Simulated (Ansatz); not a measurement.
C₂H₅BrOSi, SMILES `O=C([SiH3])CBr`, one more setting.

```yaml
crystal:
  periodic: [false, false, false]
  atoms:
    - {symbol: O, position_ang: [-0.380774, -1.382823, -1.341818]}
    - {symbol: C, position_ang: [-0.122829, -0.459316, -0.610719]}
    - {symbol: Si, position_ang: [0.475794, -0.807612, 1.199613]}
    - {symbol: C, position_ang: [-0.280716, 0.962210, -1.104280]}
    - {symbol: Br, position_ang: [-1.398955, 1.921150, 0.157532]}
    - {symbol: H, position_ang: [-0.706828, -1.112434, 2.039880]}
    - {symbol: H, position_ang: [1.361458, -1.993304, 1.111838]}
    - {symbol: H, position_ang: [1.217303, 0.353804, 1.753001]}
    - {symbol: H, position_ang: [0.678544, 1.480882, -1.121254]}
    - {symbol: H, position_ang: [-0.759798, 0.986243, -2.080792]}
basis:
  gaussian: {orbitals: aug-pcseg-2}
hamiltonian: {xc: {name: B2PLYP}}
output: {forces: true}
```

```sh
$ ansatz run in.yaml --threads 4 --pin off --events-out ev --progress --plain --max-ram 10444MiB
```

Shortened log:

```
Functional definition: B2PLYP
2244 factors; integrals over basis functions are off by at most 6.3e-4 eV
mean field evaluation 1: about -82098.9254 eV, gradient 4.5e1 eV
mean field evaluation 2: about -82099.0382 eV, gradient 4.5e1 eV
mean field evaluation 4: about -82103.1140 eV, gradient 8.5e0 eV
mean field evaluation 8: about -82103.2644 eV, gradient 6.6e-1 eV
mean field evaluation 16: about -82103.2658 eV, gradient 6.5e-4 eV
mean field -82103.26575589 eV, -3017.2393649366 hartree, gradient 5.7e-6 eV, S^2 0.000000; 0 other end points of the search recorded, 0 dependent functions left out
17 core orbitals not correlated: weight in the atoms' cores, before any rotation towards them, 1.000 or more for the frozen orbitals, at most 0.000 for the correlated occupied ones
reference -82103.26596063 eV, -3017.2393724606 hartree; 20, 20 occupied and 325, 325 virtual orbitals, 2244 factors
second order -30.12971677 eV of doubles, -0.00000000 eV of singles
Total energy: -82111.40098416 eV, -3017.5383290611 hartree
Atom 0 at    -0.380774    -1.382823    -1.341818 Å, force    -0.167723    -0.601429    -0.468773 eV/Å
Atom 1 at    -0.122829    -0.459316    -0.610719 Å, force     0.196060     0.452294     0.497304 eV/Å
Atom 2 at     0.475794    -0.807612     1.199613 Å, force     0.078967    -0.104159     0.195781 eV/Å
Atom 3 at    -0.280716     0.962210    -1.104280 Å, force     0.188314     0.073558    -0.329843 eV/Å
Atom 4 at    -1.398955     1.921150     0.157532 Å, force    -0.204313     0.201333     0.163830 eV/Å
Atom 5 at    -0.706828    -1.112434     2.039880 Å, force     0.130512     0.032642    -0.093052 eV/Å
Atom 6 at     1.361458    -1.993304     1.111838 Å, force    -0.094080     0.130304     0.008612 eV/Å
Atom 7 at     1.217303     0.353804     1.753001 Å, force    -0.079260    -0.125587    -0.070572 eV/Å
Atom 8 at     0.678544     1.480882    -1.121254 Å, force    -0.115048    -0.063591    -0.013212 eV/Å
Atom 9 at    -0.759798     0.986243    -2.080792 Å, force     0.066573     0.004635     0.109924 eV/Å
Dipole moment:     0.254728     0.277838     0.072959 e Å
```

Hardware: 4 threads of an Arm Neoverse V1 on a shared host. Wall time 57 s, peak host memory 1.9 GiB.
